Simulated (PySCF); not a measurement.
Task: Give a PBE0-D3(BJ)/def2-SVP geometry of `C=C1C(=C)C(OCC)=C1F`.

Result: 
Z-matrix in Å and degrees, rows numbered from 1:
```
C 
C   1  1.3341
C   2  1.5059  1  135.86
C   3  1.3323  2  136.05  1     0.09
C   3  1.4747  2   88.18  1  -179.97
O   5  1.3157  3  129.83  2   179.70
C   6  1.4254  5  116.19  3  -179.46
C   7  1.5054  6  108.35  5  -179.81
C   5  1.3707  3   91.28  2    -0.09
F   9  1.3177  2  131.58  1     0.17
H   1  1.0919  2  121.10  3  -179.99
H   1  1.0917  2  120.71  3     0.03
H   4  1.0922  3  120.81  2   179.95
H   4  1.0919  3  120.88  2    -0.03
H   7  1.1040  6  108.93  5    58.75
H   7  1.1040  6  108.99  5   -58.32
H   8  1.0997  7  110.71  6   -60.37
H   8  1.0997  7  110.66  6    59.76
H   8  1.0995  7  110.14  6   179.68
```

O6 (ether oxygen) is bent (angle 116.2°). The 10 heavy atoms lie in one plane (0.003 Å rms). The 4-membered ring C2–C3–C5–C9 has internal angles of 86.5° to 94.0° (sum 360°, against 360° for a flat polygon); it is planar, 0.00 Å rms from its mean plane, widest ring torsion 0°. Of the pairs four or more bonds apart, C7···F10 is among the closest relative to their van der Waals radii: 3.19 Å, 101 % of the sum of Bondi's values.

Level of theory: PySCF, PBE0-D3(BJ)/def2-SVP geometry optimisation, gas phase.

Point group: Cs (tolerance 0.08 Å). Not checked by PBE0-D3(BJ)/def2-SVP frequencies. The numbers are those of one conformer (C3–C5–O6–C7 -179°, C5–O6–C7–C8 180°).
